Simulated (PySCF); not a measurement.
Isomers of [C9H16P]+, one conformer each; single-point electronic energies without zero-point terms and without any empirical dispersion term.

Computed with PySCF at PBE0/pcSseg-1, non-relativistic, each on one gas-phase PBE0-D3(BJ)/def2-SVP geometry that isn't relaxed in the solvent. The solvent is an IEF-PCM continuum (Bondi radii, 1.10 Å for H, scaled by 1.2). The model holds no explicit solvent molecules, cavitation or dispersion.

```
                 isomer  relative energy, gas (kcal/mol)
`CCC1=C[PH2+]C=C1C(C)C`                              0.0
`C#CC[P@@+](C)(CC)CC=C`                             18.4
```

Question: How do the relative energies look in methanol (ε = 32.61)?

Answer: 
| isomer | relative energy, solvent (kcal/mol) | E(solvent) − E(gas) (kcal/mol) |
| --- | --- | --- |
| `CCC1=C[PH2+]C=C1C(C)C` | 0.0 | -51.2 |
| `C#CC[P@@+](C)(CC)CC=C` | 18.5 | -51.2 |

The order is unchanged. Conformers: `[CH3:1][CH2:2][C:3]1=[CH:4][PH2+:5][CH:6]=[C:7]1[CH:8]([CH3:9])[CH3:10]` (charge +1) with C1–C2–C3–C4 4°, C6–C7–C8–C9 -97°; `[CH:1]#[C:2][CH2:3][P@@+:4]([CH3:5])([CH2:6][CH3:7])[CH2:8][CH:9]=[CH2:10]` (charge +1) with C2–C3–P4–C5 60°, C3–P4–C6–C7 179°, C3–P4–C8–C9 -64°, P4–C8–C9–C10 99°. The gains span 0.0 kcal/mol, the gas-phase energies 18.4 kcal/mol.
